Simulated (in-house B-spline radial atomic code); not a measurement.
Configurations of Cr7+, with energies counted from [Ne] 3s2 3p5. Method: non-relativistic B97-1, spin-polarised, spherical fractional occupations, point nucleus. Calculated with an all-electron radial atomic-structure program (B-spline basis). Shells without spins written out take the highest spin.

Caution: exact exchange at fractional occupations of open shells leaves self-interaction of up to several eV.

Occupations are held fixed; configurations that lie above the ionisation limit could autoionise.

```tsv
configuration	E - E(ref) (eV)	highest orbital	its <r> (bohr)
[Ne] 3s2 3p4 4p1	102.43	4p up	1.905
[Ne] 3s(1 up, 0 down) 3p(3 up, 2 down) 4d(1 up, 0 down)	147.09	4d up	2.07
[Ne] 3s(0 up, 1 down) 3p(3 up, 2 down) 4f(1 up, 0 down)	161.29	4f up	2.074
[He] 2s2 2p(2 up, 3 down) 3s2 3p(2 up, 3 down) 4s(0 up, 1 down)	655.8	4s down	1.775
[He] 2s2 2p5 3s2 3p5 4p1	666.2	4p up	1.87
[He] 2s2 2p5 3s2 3p5 4d1	681.01	4d up	2.02
```

Q: Order these further configurations by energy, lowest first.
A. [Ne] 3s1 3p5 4p1
B. [He] 2s2 2p5 3s2 3p5 3d1
C. [Ne] 3s1 3p5 4s1
D. [He] 2s2 2p(2 up, 3 down) 3s2 3p(3 up, 2 down) 4d(0 up, 1 down)
E. [He] 2s2 2p5 3s2 3p6

A: C (121.84 eV), A (132.31 eV), E (555.49 eV), B (603.34 eV), D (682.2 eV).

Q: How far above the reference does [Ne] 3s2 3p4 3d1 lie?

A: 44.544 eV; its least bound orbital is 3d up with <r> = 0.8572 bohr.

Q: How far above the reference does [Ne] 3s1 3p5 4f1 lie?

A: 157.97 eV; its least bound orbital is 4f up with <r> = 2.058 bohr.
